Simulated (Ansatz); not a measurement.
Program: Ansatz. Geometries: PBE0-D4/def2-TZVP. ΔE: electronic, gas phase. CBS: MP2 limit from def2 TZ/QZ plus the TZ coupled-cluster correction, frozen cores. This one scheme is used for every species. Functionals use def2-TZVPP. B3LYP here is the variant with VWN-RPA as its local correlation; programs differ in this. HSE06 is defined as in plane-wave codes. One conformer a species, not always the lowest.

Consider the ligand exchange at the Si–O bond: `C[SiH](O)F` + `N[SiH2]F` → `C[SiH](F)N[SiH2]F` + H₂O.

| level | ΔE (kcal/mol) | difference from CCSD(T)/CBS |
| --- | --- | --- |
| LDA (SPW92) | 9.2 | 1.3 |
| revPBE-D4 | 7.5 | -0.4 |
| BLYP-D4 | 8.8 | 0.9 |
| r2SCAN-D4 | 9.4 | 1.5 |
| PBE0-D4 | 8.1 | 0.2 |
| B3LYP-D4 | 9.0 | 1.1 |
| r2SCANh-D4 | 9.3 | 1.4 |
| r2SCAN0-D4 | 9.2 | 1.3 |
| HSE06-D4 | 8.1 | 0.2 |
| BHLYP-D4 | 9.1 | 1.2 |
| ωB97M-V | 9.0 | 1.1 |
| B2PLYP | 10.2 | 2.3 |
| PBE-QIDH | 8.8 | 0.9 |
| PBE | 9.5 | 1.6 |
| revPBE | 9.7 | 1.8 |
| BLYP | 11.3 | 3.4 |
| r2SCAN | 9.9 | 2.0 |
| PBE0 | 9.4 | 1.5 |
| B3LYP | 11.0 | 3.1 |
| r2SCANh | 9.8 | 1.9 |
| r2SCAN0 | 9.7 | 1.8 |
| BHLYP | 11.1 | 3.2 |
| CAM-B3LYP | 11.1 | 3.2 |
| LC-ωPBE | 9.7 | 1.8 |
| RPA@PBE/def2-TZVPP | 8.0 | 0.1 |
| HF/def2-SVP | 9.5 | 1.6 |
| MP2/def2-SVP | 7.9 | 0.0 |
| CCSD/def2-SVP | 7.9 | 0.0 |
| CCSD(T)/def2-SVP | 7.5 | -0.4 |
| HF/def2-TZVPP | 11.5 | 3.6 |
| MP2/def2-TZVPP | 8.4 | 0.5 |
| SCS-MP2/def2-TZVPP | 9.0 | 1.1 |
| CCSD/def2-TZVPP | 8.8 | 0.9 |
| CCSD(T)/def2-TZVPP | 8.4 | 0.5 |
| HF/def2-QZVPP | 11.4 | 3.5 |
| MP2/def2-QZVPP | 8.1 | 0.2 |
| SCS-MP2/def2-QZVPP | 8.7 | 0.8 |
| HF/CBS(def2) | 11.4 | 3.5 |
| MP2/CBS(def2) | 7.9 | 0.0 |
| CCSD/CBS(def2) | 8.4 | 0.5 |
| CCSD(T)/CBS | 7.9 | 0 |

Question: What do rigid-rotor, harmonic-oscillator terms from PBE0-D4/def2-TZVP frequencies (298.15 K, 1 bar) make of the CCSD(T)/CBS value? (An estimate is asked.)

Answer: The calculation gave: ΔZPE = -0.8 kcal/mol, ΔH = +7.9 kcal/mol, ΔS = -12 J/(mol·K), ΔG = +8.7 kcal/mol. Modes under 50 cm⁻¹ make the entropy rough.

Largest T1 diagnostic among the species: 0.011.

The D4 term adds −2.1 kcal/mol with B3LYP and −1.2 kcal/mol with PBE0; it sums over pairs of atoms, weighted by their polarisabilities, and B3LYP, whose exchange is more repulsive, gets the larger term. Leaving LDA and LC-ωPBE aside and taking each functional with its dispersion term where it has one, the values spread over 2.7 kcal/mol, from revPBE-D4 to B2PLYP.
